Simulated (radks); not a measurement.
Spherical quantum dot in the effective-mass picture: electrons in a parabolic well V = omega^2 r^2 / 2 with omega = 0.0747, all in effective atomic units (hartree* = m*/eps^2 hartree, bohr* = eps/m* bohr), one dielectric constant everywhere. Calculated with a radial shooting solver with Libxc functionals: non-relativistic Kohn-Sham, LDA (Slater exchange, Perdew-Wang correlation), spin-polarised, spherical densities. Levels are named by radial order and angular momentum (1s, 1p, 1d, 2s, ...), and open shells are averaged over m. Results are scaled to m* = 0.583 and eps = 9.6, for which hartree* = 172.1 meV and bohr* = 0.8714 nm.

N = 22, configuration 1s2 1p6 1d10 2s2 1f(up 2, down 0). This is the lowest configuration that the search found (a dilute case). Occupied and some empty levels:

level    occupation  eigenvalue (meV)  <r> (nm)
1s up             1            340.14     9.160
1s down           1            340.54     8.982
1p up             3            342.11     10.14
1p down           3            342.61     10.07
1d up             5            345.00     10.82
1d down           5            345.54     10.79
2s up             1            347.97     7.675
2s down           1            348.17     7.765
1f up             2            348.65     11.35
1f down           0            349.21     11.35
2p up             0            352.80     8.929
1g up             0            352.98     11.81
2p down           0            353.03     8.940
1g down           0            353.55     11.82
2d up             0            357.99     9.924
2d down           0            358.27     9.913

Energy (meV): total 4505.56, kinetic 141.96, external 1562.7, Hartree 3192.3, exchange-correlation -391.43.
